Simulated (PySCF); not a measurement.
An element was calculated at UHF (PySCF 2.14, ECP, a quadruple-zeta basis, no spin-orbit coupling), in the ground configurations that NIST lists.

```
electron affinity          : 2.337 eV
first ionisation energy    : 10.708 eV
second ionisation energy   : 20.230 eV
third ionisation energy    : 34.633 eV
polarisability of the atom : 20.3 bohr³
```

Which element is it?

Bromine (Br, Z = 35), in aug-cc-pVQZ-PP with one added diffuse shell each of s, p, d, f, g type with ECP10MDF. NIST lists 11.814, 21.591, 34.871 ± 0.019 eV for these ionisation energies.
